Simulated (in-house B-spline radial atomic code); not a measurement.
**Ionising the hafnium ion Hf⁺ with different functionals**

Computed with a radial B-spline atomic code at the basis-set limit: scalar-relativistic (spin-free X2C) Hamiltonian, Fermi nucleus of rms radius 5.347 fm, spin-polarised at highest spin, spherical fractional occupations for the functionals, and exact exchange of hybrids averaged over the configuration. The ionisation energy is the difference of two self-consistent energies, [Xe] 4f14 5d1 6s2 → [Xe] 4f14 5d2, without Breit or QED terms; ε is the level of the shell that loses the electron (its least bound occupied spin orbital). The two configurations differ by more than the removed electron. There is no spin-orbit coupling in this Hamiltonian.

```csv
method,rung,ΔSCF (eV),-ε(6s) (eV)
PBE0,global hybrid,14.65,12.22
B3LYP,global hybrid,15.15,12.21
TPSSh,global hybrid,14.55,11.75
M06-2X,global hybrid,15.06,12.74
BHandHLYP,global hybrid,14.62,12.83
r2SCAN0,global hybrid,14.41,12.28
B97-1,global hybrid,15.01,12.10
HSE06,range-separated hybrid,14.74,11.91
wB97X,range-separated hybrid,15.06,14.40
CAM-B3LYP,range-separated hybrid,15.01,13.40
LC-wPBE,range-separated hybrid,14.32,14.30
```

Problem. Among the functionals, which spreads more, the ΔSCF values or the orbital energies?

Solution. The orbital energies: ΔSCF values span about 0.83 eV and the orbital energies 2.65 eV.

Problem. How do they compare with the NIST value?

Solution. NIST lists 14.61 eV ± 0.04 (tabulated theory, ground level to ground level). Errors run from -0.29 to +0.54 eV; BHandHLYP is closest (+0.01 eV), though others lie within the uncertainty of it, and part of that can be cancellation, since the calculations leave out spin-orbit coupling, Breit-QED terms, multiplet and fine-structure energies.
